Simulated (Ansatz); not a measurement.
Start from `[F][Ti]([Cl])([Cl])[SeH]` and change one atom or group to get `C[O][Ti]([F])([Cl])[SeH]`.

Ansatz, PBE0-D4/def2-TZVP geometries, multiplicity 1. Each molecule was computed in one conformer, which needn't be the lowest.

Scalar relativity is left out up to krypton. Spin–orbit coupling is left out; it splits and shifts lone-pair levels of the heavy atoms by tenths of an eV.

```csv
property,`[F][Ti]([Cl])([Cl])[SeH]`
HOMO–LUMO gap (PBE0/def2-TZVPP) / eV,4.49
HOMO energy (PBE0/def2-TZVPP) / eV,-7.90
size of the dipole moment (ωB97M-V/def2-TZVPP) / D,0.95
HOMO energy (B3LYP/def2-TZVPP) / eV,-7.66
LUMO energy (PBE/def2-TZVPP) / eV,-4.31
HOMO–LUMO gap (PBE/def2-TZVPP) / eV,2.46
```

**Question.** What does the change do to each property? (An estimate is asked.)

**Answer.** The calculation gave: 
```csv
property,`C[O][Ti]([F])([Cl])[SeH]`,shift
HOMO–LUMO gap (PBE0/def2-TZVPP) / eV,4.80,0.31
HOMO energy (PBE0/def2-TZVPP) / eV,-7.35,0.55
size of the dipole moment (ωB97M-V/def2-TZVPP) / D,3.06,2.11
HOMO energy (B3LYP/def2-TZVPP) / eV,-7.11,0.55
LUMO energy (PBE/def2-TZVPP) / eV,-3.36,0.95
HOMO–LUMO gap (PBE/def2-TZVPP) / eV,2.85,0.39
```

With PBE0 the HOMO rises by 0.55 eV and the LUMO rises by 0.86 eV, so the gap widens by about 0.31 eV. PBE moves the HOMO by 0.57 eV and ωB97M-V by 0.52 eV. Dipoles are sizes alone; their direction can turn.

B3LYP here is the variant with VWN-RPA as its local correlation; programs differ in this.
